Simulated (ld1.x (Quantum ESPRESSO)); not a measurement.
antimony: from the effect back to the setting (PAW)

Base potential:

| Item | Value |
| --- | --- |
| Element | antimony (Sb) |
| Generator | ld1.x (Quantum ESPRESSO) 7.5 |
| Type | PAW |
| Functional | LDA (PZ) |
| Relativity | scalar-relativistic |
| Frozen core | [Kr] |
| Valence charge | 15 |
| Reference configuration | 4d10 5s2 5p3 |
| Partial waves | 5s (bound): rcut 1.85, rcutus 2.10 bohr; 5s channel at 0.6 Ry: rcut 1.85, rcutus 2.10 bohr; 5p (bound): rcut 2.25, rcutus 2.40 bohr; 5p channel at 0.6 Ry: rcut 2.25, rcutus 2.40 bohr; 4d (bound): rcut 1.25, rcutus 1.65 bohr; 4d channel at -1.55 Ry: rcut 1.25, rcutus 1.65 bohr |
| Local potential | all-electron potential smoothed inside 1.55 bohr (lloc = -1) |
| Core correction | a·sin(br)/r model core inside 1.60 bohr |
| Augmentation charge | BESSEL, radius 1.05 bohr |

Cutoffs, loose and tight: the cutoffs (Ry, on a coarse ladder) from which the occupation-weighted sum of valence levels, in a spherical-Bessel basis at the reference potential, stays within 10 and 1 mRy of its value at 400 Ry. They do not see the model core or the augmentation charge, which bear on the density cutoff. Test errors are all-electron minus pseudo excitation energies from the reference, over the configurations 4d10 5s2 5p2; 4d10 5s2 5p1; 4d10 5s2 5p0; 4d10 5s1 5p3; 4d10 5s1 5p0; 4d9 5s2 5p4; 4d10 5s1 5p4 (two spin-polarised tests are not counted in the largest error); variants that change the core or the reference have their own tests. The largest error is taken over the tests solved by every variant that gives reliable tests at all, those not shown here included: 4d10 5s1 5p3; 4d10 5s2 5p0; 4d10 5s2 5p1; 4d10 5s2 5p2.

Only the scale of all radii but the core radius (base = 1) is moved (1 further runs of the sweep failed or gave no value and are left out):

| scale of all radii but the core radius (base = 1) | cutoff, loose | cutoff, tight | bound ghosts | largest test error (meV) |
| --- | --- | --- | --- | --- |
| 0.85 | 80 Ry | 140 Ry | s, p | -16 |
| 0.97 | 55 Ry | 100 Ry | s | -53 |
| 1.05 | 40 Ry | 80 Ry | s | -38 |
| 1.26 | 25 Ry | 40 Ry | none | -15 |
| 1.36 | 21 Ry | 35 Ry | none | -17 |

Task: One more run gave cutoff, loose: 30 Ry; cutoff, tight: 50 Ry; bound ghosts: none; largest test error (meV): +5.9. Which value of the scale of all radii but the core radius (base = 1) was used?

Result: 1.18. The loose cutoff moves one way along this sweep, from 80 Ry at 0.85 to 21 Ry at 1.36, which places the run between 1.05 and 1.26.
